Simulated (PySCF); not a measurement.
An EPR job on `[CH2]BCBC1CC1` [radical].

Computed with UKS B3LYP, pcH-1 on B C H, non-relativistic, mean-field spin-orbit, GIAO (PySCF 2.14.0). Geometry: GFN2-xTB. The input is one job of a driver script: a line of settings, then coordinates in Å.

Command:
```bash
OMP_NUM_THREADS=1 python probes_run.py task.json out
```

Input:
```
{"job": {"kind": "epr", "basis": "pcH-1"}, "charge": 0, "multiplicity": 2}
C      2.649928     0.125883    -0.813496
B      2.047901    -1.012614    -0.067318
C      1.101163    -0.721498     1.187417
B     -0.320604    -0.725938     0.518606
C     -0.970387     0.595904     0.048786
C     -1.791396     0.613771    -1.232876
C     -2.479767     0.760091     0.070671
H      3.582012     0.057852    -1.354791
H      2.227215     1.118977    -0.836333
H      2.265630    -2.128328    -0.360282
H      1.335945     0.232577     1.654573
H      1.198128    -1.513445     1.926356
H     -0.885327    -1.741622     0.356567
H     -0.431534     1.521426     0.227386
H     -1.899935    -0.314352    -1.772510
H     -1.695562     1.479280    -1.871427
H     -2.875098     1.726847     0.344767
H     -3.067071    -0.068496     0.435618
```

Q: Estimate the output.

A: 
```
UKS, coarse grid
  cycle   1  E = -246.72601630  |g| = 3.60e-01
  cycle   2  E = -246.69899147  |g| = 4.29e-01
  cycle   3  E = -246.79931099  |g| = 4.61e-02
  cycle   4  E = -246.80019738  |g| = 2.50e-02
  cycle   5  E = -246.80054532  |g| = 5.37e-03
  cycle   6  E = -246.80056821  |g| = 2.43e-03
  cycle   7  E = -246.80057274  |g| = 1.07e-03
  cycle   8  E = -246.80057370  |g| = 3.37e-04
UKS, final grid
  cycle   1  E = -246.80055204  |g| = 3.66e-04
  cycle   2  E = -246.80055201  |g| = 4.60e-04
  cycle   3  E = -246.80055212  |g| = 3.84e-05
  cycle   4  E = -246.80055212  |g| = 1.64e-05
E = -246.80055212 Eh   <S^2> = 0.7536 (exact 0.7500)
g shifts (ppm)      1          2          3
  rmc          -121       -121       -121
  gc             18         19         27
  oz_so          -9        462        675
  total        -112        361        582
hyperfine (MHz)  atom isotope    a_iso     a_fc   dipolar eigenvalues
    0   13C      53.02      53.02    -65.07    -64.48    129.55
    1   11B     -19.72     -19.72    -11.88     -3.01     14.89
    2   13C       3.80       3.80     -5.39     -4.18      9.57
    3   11B      18.95      18.95     -3.21     -2.31      5.52
    4   13C      -0.98      -0.98     -0.81      0.08      0.73
    5   13C       3.73       3.73     -1.08     -1.02      2.10
    6   13C      -0.22      -0.22     -0.40     -0.24      0.64
    7    1H     -40.66     -40.66    -31.25     -2.40     33.66
    8    1H     -40.56     -40.56    -31.08     -2.45     33.53
    9    1H      19.09      19.09     -7.29     -3.48     10.76
   10    1H       9.42       9.42     -4.23     -1.31      5.54
   11    1H       1.12       1.12     -3.60     -1.97      5.57
   12    1H       0.26       0.26     -1.91     -1.02      2.93
   13    1H       0.42       0.42     -1.54     -1.17      2.71
   14    1H      -0.52      -0.52     -1.09     -0.59      1.68
   15    1H       0.43       0.43     -1.10     -0.38      1.47
   16    1H       0.49       0.49     -0.48     -0.38      0.85
   17    1H       0.57       0.57     -0.55     -0.40      0.95
```

rmc, gc and oz_so are the mass-correction, gauge-correction and orbital-Zeeman/spin–orbit parts of the g shift along its three principal axes; a_iso is the isotropic hyperfine coupling and a_fc its Fermi-contact part. The program numbers atoms from 0.

Q: Get g_iso from the total shifts.

A: Their mean is 277 ppm; added to g_e = 2.002319 it gives 2.00260.

In short: ⟨S²⟩ 0.754; g_iso 2.0026.

One conformer (not necessarily the lowest) at the GFN2-xTB geometry, without solvent, vibrations or thermal averaging.

Hardware: one thread of an Arm Neoverse V2, no GPU, shared host. Cost: 68 s wall (with the writing of density and orbital grids), 0.97 GiB resident at most.
Labels such as C1 count atoms from 1, the log's own numbers from 0.
